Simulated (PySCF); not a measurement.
Species: C5H10O3Si.
Cartesian coordinates in Å at the PBE0-D3(BJ)/def2-SVP level; atoms count from 1:
```xyz
19
C5H10O3Si angstrom
C      2.9156    0.7481    0.0557
C      1.8601   -0.2499   -0.3149
O      1.9907   -1.1571   -1.0938
O      0.7176   -0.0076    0.3474
C     -0.3961   -0.8654    0.0664
C     -1.0698   -0.4330   -1.2389
O     -1.8072    0.7484   -1.0154
Si    -2.1975    0.9803    0.6058
C     -1.3927   -0.6266    1.1974
H      3.1017    0.7112    1.1389
H      2.5627    1.7629   -0.1786
H      3.8376    0.5314   -0.4946
H     -0.0348   -1.9027   -0.0071
H     -0.3180   -0.2632   -2.0239
H     -1.7339   -1.2474   -1.5858
H     -1.5952    2.2359    1.1387
H     -3.6750    1.0333    0.8070
H     -2.1450   -1.4317    1.2077
H     -0.8915   -0.6095    2.1747
```

All values: PBE0/pcSseg-1 (PySCF, non-relativistic), on one gas-phase PBE0-D3(BJ)/def2-SVP geometry that isn't relaxed in the solvent. The solvent is an IEF-PCM continuum (Bondi radii, 1.10 Å for H, scaled by 1.2). Specific hydrogen bonds and non-electrostatic terms are outside this model.

| run | E − E(gas) (kcal/mol) | HOMO (eV) | HOMO–LUMO gap (eV) | dipole (D) |
| --- | --- | --- | --- | --- |
| gas | 0.00 | -7.94 | 8.11 | 2.20 |
| P | -6.86 | -7.96 | 8.14 | 2.85 |
| Q | -4.86 | -7.94 | 8.13 | 2.64 |

Q: The runs were made in chloroform and water. Which run belongs to which solvent?

A: P = water, Q = chloroform. The dielectric constants are 4.711 (chloroform), 78.36 (water), and the energy falls further as ε rises. In this model the ground state sees the solvent through ε alone.

Q: How constant is the ratio of the lowering to (ε − 1)/(2ε + 1)?

A: 
```csv
solvent,(ε − 1)/(2ε + 1),E − E(gas) (kcal/mol),ratio (kcal/mol),polarisation term (kcal/mol)
chloroform,0.356,-4.86,-13.6,-5.33
water,0.490,-6.86,-14.0,-7.82
```

The ratio changes by +2.5 % in size from chloroform to water. The polarisation term is half the interaction of the solute with the induced surface charges.

Hardware: one thread of an Arm Neoverse N1, on a shared host. Cost: 72 s, 1.1 GiB resident at most. This is the whole shielding run at PBE0/pcSseg-1 in water, SCF included.
